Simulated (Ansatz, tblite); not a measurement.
Removing an electron: Ag₂Cl₂⁻ (the lowest doublet isomer of a short search). The state is a doublet with charge -1. Geometry: r2SCAN-D4/def2-SVPD. Ansatz, gas phase; energy differences of separate SCF runs; the oxidised species is a singlet (the triplet lies 2.43 eV higher at PBE0-D4/def2-TZVPD).

Cartesian coordinates in Å:
```
Ag 0.539 -0.260 0.260
Ag -1.662 1.062 -1.000
Cl -1.710 -1.064 0.605
Cl 2.833 0.262 0.135
```

In the def2 sets Ag takes a core potential; there is no spin–orbit coupling. The xTB rows come from tblite. The structure comes from a short search, and lower isomers may exist.

```csv
level,−HOMO (eV),vertical IE (eV),−LUMO (eV),HOMO–LUMO gap (eV)
GFN1-xTB,–,7.37,–,–
r2SCAN-D4/def2-TZVPD,0.56,2.82,-0.66,1.22
PBE0-D4/def2-TZVPD,0.98,2.73,-1.24,2.22
```

**Question.** Estimate the rows for GFN2-xTB, PBE-D4/def2-TZVPD.

**Answer.** 
```csv
level,−HOMO (eV),vertical IE (eV),−LUMO (eV),HOMO–LUMO gap (eV)
GFN2-xTB,–,7.01,–,–
PBE-D4/def2-TZVPD,0.31,2.75,-0.35,0.66
```

  HOMO and LUMO are the levels of the spin that leaves or enters (xTB has no such levels and no spin-polarisation term). Other spin states of the ions may lie lower, which would lower the ionisation energy or raise the affinity. Raw xTB energy differences between charge states are shifted by several eV; the methods need an empirical correction for them.
